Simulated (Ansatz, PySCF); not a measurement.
AlH4, SMILES [AlH4-], charge -1. Atoms are numbered in the order given.

```xyz
5

Al     0.0000     0.0000     0.0000
H      0.9506     0.9506     0.9506
H     -0.9506     0.9506    -0.9506
H     -0.9506    -0.9506     0.9506
H      0.9506    -0.9506    -0.9506
```
Charge -1, spin multiplicity 1.

Geometry optimised at PBE0-D3(BJ)/def2-TZVPD. The isomer is the one that the SMILES or the coordinates give; other isomers of the formula were not compared.

Two levels are set side by side: PBE-D3(BJ)/def2-TZVPD (Ansatz, a quantum-chemistry and plane-wave program) and PBE0-D3(BJ)/def2-TZVPD (Ansatz). Each level has its own optimised geometry; the coordinates shown are those of the second. Frequencies come from the Hessian of PySCF at each geometry. Differences are taken from unrounded values.

```tsv
quantity	PBE0-D3(BJ)	PBE-D3(BJ)	PBE-D3(BJ) minus PBE0-D3(BJ)
mean bond length (Å)	1.646	1.655	0.008
bond Al1–H2 (Å)	1.646	1.655	0.008
bond Al1–H3 (Å)	1.646	1.655	0.008
bond Al1–H4 (Å)	1.646	1.655	0.008
bond Al1–H5 (Å)	1.646	1.655	0.008
highest harmonic wavenumber (cm⁻¹)	1727	1680	-47
mean harmonic wavenumber (cm⁻¹)	1161	1129	-32
zero-point energy (kcal/mol)	14.94	14.53	-0.41
```

Exact exchange shortens and stiffens bonds; PBE has none. Differences between two approximate levels are no errors against the true value.
